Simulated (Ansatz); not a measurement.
As2PtH8⁺, that is trans-PtH2(AsH3)2 with one electron fewer. The state is a doublet with charge 1. Geometry r2SCAN-D4/def2-SVP, that of the neutral singlet; atoms count from 1.

Cartesian coordinates in Å:
```
Pt 0.045 -0.003 -0.024
H 1.449 -0.292 -0.847
As 0.982 -0.801 1.974
H 0.124 -1.579 2.942
H 1.490 0.249 2.934
H 2.193 -1.705 1.988
H -1.362 0.289 0.803
As -0.971 0.800 -1.980
H -2.015 1.890 -1.902
H -1.775 -0.210 -2.765
H -0.160 1.363 -3.124
```

In the def2 sets Pt takes a core potential; there is no spin–orbit coupling.

Q: Estimate the Mulliken populations from the PBE0/def2-TZVP orbitals of Ansatz.

A: 
```tsv
atom	charge (e)	spin (α − β)	d electrons
Pt1	-0.05	-0.06	8.89
H2	0.13	0.53	–
As3	-0.06	-0.01	–
H4	0.15	0.01	–
H5	0.15	0.00	–
H6	0.15	0.02	–
H7	0.12	0.50	–
As8	-0.06	-0.01	–
H9	0.15	0.01	–
H10	0.15	0.00	–
H11	0.15	0.01	–
```
Mulliken values depend strongly on the basis.

Q: Where does the spin sit?

A: Summed by element: Pt -0.06, H 1.08, As -0.01, of 1 unpaired in all. Largest on single atoms: H2 0.53, H7 0.50, Pt1 -0.06.

Q: And the Mayer bond orders between heavy atoms (over 0.3)?

A: Pt1–As3 0.75 (2.35 Å); Pt1–As8 0.75 (2.35 Å).
